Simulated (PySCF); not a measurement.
CH6InNO2 (SMILES C[NH][In]([OH])[OH]), singlet, at a GFN2-xTB geometry (such geometries of metal compounds can be far from the true shape) (all electrons, no relativity), with bond 4-2 at 1.4 times its length; CASSCF(4,4)/STO-3G in PySCF.

Input for PySCF:
```python
from pyscf import gto, scf, mcscf
import numpy

mol = gto.M(
    atom='''
In   -0.07258707   -0.01838222    0.28863830
N     0.86121064   -0.80563710   -1.42276768
C     0.56327447   -0.07010380   -2.63957261
H     0.39101585   -2.14425239   -1.57104193
H    -0.49211814   -0.09252422   -2.93235465
H     1.15565328   -0.50199112   -3.45085172
H     0.86156997    0.96894225   -2.50441538
O    -1.27643472    1.51769604    0.21751846
H    -1.50881169    1.75943912    1.11455328
O     0.34758332   -0.54413211    2.12641473
H     1.03780537   -1.19977540    2.20381388
''',
    basis='sto-3g',
    verbose=4,
)

mf = scf.RHF(mol)
mf.kernel()
mc = mcscf.CASSCF(mf, 4, 4)
mc.fix_spin_(ss=0.0)
mc.kernel()
occ = numpy.linalg.eigvalsh(mc.fcisolver.make_rdm1(mc.ci, mc.ncas, mc.nelecas))[::-1]
ss = mc.fcisolver.spin_square(mc.ci, mc.ncas, mc.nelecas)[0]
print('natural occupations', occ.round(4), ' <S^2>', round(ss, 4))
```

Output, abridged:

```
PySCF version 2.14.0

[INPUT] verbose = 4
[INPUT] num. atoms = 11
[INPUT] num. electrons = 84
[INPUT] charge = 0
[INPUT] spin (= nelec alpha-beta = 2S) = 0
[INPUT] symmetry False subgroup None
[INPUT] Mole.unit = angstrom
[INPUT] Symbol           X                Y                Z      unit          X                Y                Z       unit  Magmom
[...]
nuclear repulsion = 500.302600960415
number of shells = 29
number of NR pGTOs = 159
number of NR cGTOs = 53
basis = sto-3g
ecp = {}

******** <class 'pyscf.scf.hf.RHF'> ********
method = RHF
initial guess = minao
damping factor = 0
level_shift factor = 0
DIIS = <class 'pyscf.scf.diis.CDIIS'>
diis_start_cycle = 1
diis_space = 8
diis_damp = 0
SCF conv_tol = 1e-09
SCF conv_tol_grad = None
SCF max_cycles = 50
direct_scf = True
direct_scf_tol = 1e-13
Set gradient conv threshold to 3.16228e-05
Initial guess from minao.
init E= -5909.61106619517
[...]
cycle= 1 E= -5924.87655581776  delta_E= -15.3  |g|= 0.722  |ddm|= 4.02
[...]
cycle= 2 E= -5925.10617277354  delta_E= -0.23  |g|= 0.199  |ddm|= 1.43
[...]
cycle= 3 E= -5925.1256219089  delta_E= -0.0194  |g|= 0.0564  |ddm|= 0.391
[...]
cycle= 4 E= -5925.1281861971  delta_E= -0.00256  |g|= 0.0202  |ddm|= 0.164
[...]
cycle= 5 E= -5925.12859398009  delta_E= -0.000408  |g|= 0.00798  |ddm|= 0.0686
[...]
cycle= 6 E= -5925.12867431989  delta_E= -8.03e-05  |g|= 0.00319  |ddm|= 0.0343
[...]
cycle= 7 E= -5925.12868788857  delta_E= -1.36e-05  |g|= 0.000617  |ddm|= 0.0177
[...]
cycle= 8 E= -5925.12868840435  delta_E= -5.16e-07  |g|= 0.000266  |ddm|= 0.00246
[...]
cycle= 9 E= -5925.12868851273  delta_E= -1.08e-07  |g|= 7.22e-05  |ddm|= 0.00134
[...]
cycle= 10 E= -5925.12868852004  delta_E= -7.31e-09  |g|= 2.24e-05  |ddm|= 0.00034
[...]
cycle= 11 E= -5925.12868852065  delta_E= -6.14e-10  |g|= 7.32e-06  |ddm|= 8.82e-05
[...]
Extra cycle  E= -5925.12868852072  delta_E= -7.19e-11  |g|= 3.56e-06  |ddm|= 1.82e-05
converged SCF energy = -5925.12868852072

******** <class 'pyscf.mcscf.mc1step.CASSCF'> ********
CAS (2e+2e, 4o), ncore = 40, nvir = 9
max_cycle_macro = 50
max_cycle_micro = 4
conv_tol = 1e-07
conv_tol_grad = None
orbital rotation max_stepsize = 0.02
orbital rotation threshold for CI restart = 0.01
augmented hessian ah_max_cycle = 30
augmented hessian ah_conv_tol = 1e-12
augmented hessian ah_linear dependence = 1e-14
augmented hessian ah_level shift = 1e-08
augmented hessian ah_start_tol = 2.5
augmented hessian ah_start_cycle = 3
augmented hessian ah_grad_trust_region = 3
kf_trust_region = 3
kf_interval = 4
ci_response_space = 4
ci_grad_trust_region = 3
with_dep4 0
natorb = False
canonicalization = True
sorting_mo_energy = False
ao2mo_level = 2
internal_rotation = False
******** <class 'pyscf.fci.addons.SpinPenaltyFCISolver'> ********
max. cycles = 50
conv_tol = 1e-08
davidson only = True
linear dependence = 1e-12
level shift = 0.001
max iter space = 12
nroots = 1
pspace_size = 400
spin = None
CASCI E = -5925.13223729847  S^2 = 0.0000000
Set conv_tol_grad to 0.000316228
macro iter   1 ( 21 JK    4 micro), CASSCF E = -5925.13983575750  dE = -7.59845903e-03  S^2 = 0.0000000
               |grad[o]|=0.0122  |grad[c]|=0.0358  |ddm|=0.0659  |maxRot[o]|=0.249
macro iter   2 ( 21 JK    4 micro), CASSCF E = -5925.14657883184  dE = -6.74307434e-03  S^2 = 0.0000000
               |grad[o]|=0.0186  |grad[c]|=0.0221  |ddm|=0.0187  |maxRot[o]|=0.276
macro iter   3 ( 21 JK    4 micro), CASSCF E = -5925.15333297350  dE = -6.75414166e-03  S^2 = 0.0000000
               |grad[o]|=0.0147  |grad[c]|=0.0234  |ddm|=0.0494  |maxRot[o]|=0.312
macro iter   4 ( 21 JK    4 micro), CASSCF E = -5925.16649069718  dE = -1.31577237e-02  S^2 = 0.0000000
               |grad[o]|=0.018  |grad[c]|=0.0258  |ddm|=0.0586  |maxRot[o]|=0.313
macro iter   5 ( 21 JK    4 micro), CASSCF E = -5925.18657024210  dE = -2.00795449e-02  S^2 = 0.0000000
               |grad[o]|=0.0259  |grad[c]|=0.0329  |ddm|=0.0581  |maxRot[o]|=0.313
macro iter   6 ( 20 JK    4 micro), CASSCF E = -5925.19416580595  dE = -7.59556385e-03  S^2 = 0.0000000
               |grad[o]|=0.0239  |grad[c]|=0.0217  |ddm|=0.0249  |maxRot[o]|=0.223
macro iter   7 ( 18 JK    4 micro), CASSCF E = -5925.19445117275  dE = -2.85366803e-04  S^2 = 0.0000000
               |grad[o]|=0.00706  |grad[c]|=0.00557  |ddm|=0.00597  |maxRot[o]|=0.0568
macro iter   8 ( 17 JK    4 micro), CASSCF E = -5925.19449637071  dE = -4.51979631e-05  S^2 = 0.0000000
               |grad[o]|=0.00404  |grad[c]|=0.00205  |ddm|=0.00176  |maxRot[o]|=0.00809
macro iter   9 ( 17 JK    4 micro), CASSCF E = -5925.19459641394  dE = -1.00043228e-04  S^2 = 0.0000000
               |grad[o]|=0.00359  |grad[c]|=0.00192  |ddm|=0.000761  |maxRot[o]|=0.0094
macro iter  10 ( 13 JK    4 micro), CASSCF E = -5925.19464487507  dE = -4.84611319e-05  S^2 = 0.0000000
               |grad[o]|=0.00303  |grad[c]|=0.00146  |ddm|=0.001  |maxRot[o]|=0.00598
macro iter  11 ( 13 JK    4 micro), CASSCF E = -5925.19465896256  dE = -1.40874899e-05  S^2 = 0.0000000
               |grad[o]|=0.00274  |grad[c]|=0.00128  |ddm|=0.000781  |maxRot[o]|=0.00196
macro iter  12 ( 13 JK    4 micro), CASSCF E = -5925.19466224209  dE = -3.27952330e-06  S^2 = 0.0000000
               |grad[o]|=0.00265  |grad[c]|=0.00123  |ddm|=0.000663  |maxRot[o]|=0.000564
macro iter  13 ( 13 JK    4 micro), CASSCF E = -5925.19466170415  dE =  5.37935193e-07  S^2 = 0.0000000
               |grad[o]|=0.00263  |grad[c]|=0.00121  |ddm|=0.000629  |maxRot[o]|=0.00025
macro iter  14 ( 12 JK    4 micro), CASSCF E = -5925.19482280224  dE = -1.61098090e-04  S^2 = 0.0000000
               |grad[o]|=0.00263  |grad[c]|=0.000462  |ddm|=0.000722  |maxRot[o]|= 0.03
macro iter  15 (  4 JK    1 micro), CASSCF E = -5925.19485392824  dE = -3.11259992e-05  S^2 = 0.0000000
               |grad[o]|=0.00105  |grad[c]|=0.00042  |ddm|=0.000425  |maxRot[o]|= 0.02
macro iter  16 (  3 JK    1 micro), CASSCF E = -5925.19485395742  dE = -2.91774995e-08  S^2 = 0.0000000
               |grad[o]|=0.000144  |grad[c]|=5.71e-05  |ddm|=0.000125  |maxRot[o]|=0.00033
1-step CASSCF converged in  16 macro (248 JK  58 micro) steps
CASSCF canonicalization
Density matrix diagonal elements [1.92172345 1.94428176 0.0956305  0.03836428]
CASSCF energy = -5925.19485395742
CASCI E = -5925.19485395742  E(CI) = -4.45923312504783  S^2 = 0.0000000
natural occupations [1.9641 1.9048 0.0957 0.0353]  <S^2> 0.0
```
